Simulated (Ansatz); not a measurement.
`B[O][Al]([Cl])[Cl]` + NH₃ → `[NH2][Al]([Cl])[Cl]` + `BO` at 298.15 K and 1 bar (ligand exchange at the Al–O bond).

Gas-phase electronic energies from Ansatz, PBE0-D4/def2-TZVP geometries. CCSD(T)/CBS adds triple-zeta CCSD(T) − MP2 to the extrapolated MP2 energy (def2 sets, frozen cores). This one scheme is used for every species. Each species was taken in one conformer, which may not be the lowest.

```
              species  CCSD(T)/CBS energy (Eh)  H − E (kJ/mol)  S (J/(mol·K))
 `B[O][Al]([Cl])[Cl]`              -1262.97636            97.3          364.1
                  NH₃                -56.50880           100.5          192.4
`[NH2][Al]([Cl])[Cl]`              -1217.66844            94.5          322.9
                 `BO`               -101.80414           103.5          230.4
```

H − E and S are ideal-gas, rigid-rotor, harmonic terms from PBE0-D4/def2-TZVP, for one conformer and one mirror image of each species. 1 Eh = 2625.50 kJ/mol, R = 8.31446 J/(mol·K).

Problem. By hand: ΔE, ΔH, ΔS and ΔG.

Solution. ΔE = (-1217.66844) + (-101.80414) − (-1262.97636) − (-56.50880) = 0.01258 Eh = 33.0 kJ/mol. Δ(H − E) = 94.5 + 103.5 − 97.3 − 100.5 = 0.2, so ΔH = 33.2 kJ/mol. ΔS = 322.9 + 230.4 − 364.1 − 192.4 = -3.2 J/(mol·K). ΔG = 33.2 − 298.15 × (-3.2)/1000 = 34.2 kJ/mol.

Problem. By hand: the equilibrium constant, and the temperature at which ΔG would vanish if ΔH and ΔS stayed fixed.

Solution. log₁₀ K = −ΔG/(RT ln 10) = -6.0. ΔH and −TΔS have one sign here, so there is no such temperature.

The number of gas molecules stays the same, so ΔS is small and ΔH decides. A doubt of 5 kJ/mol in ΔE shifts log₁₀ K by 0.9 here. Other conformers and mirror images would add mixing entropy, several J/(mol·K) or more a flexible species. These are equilibria of isolated gas molecules and say nothing of rates. Largest T1 diagnostic: 0.014 (customary marks: 0.02 for closed shells, 0.045 for open ones).

ΔS is within the doubt of such terms, so its sign, and with it that verdict, could turn.
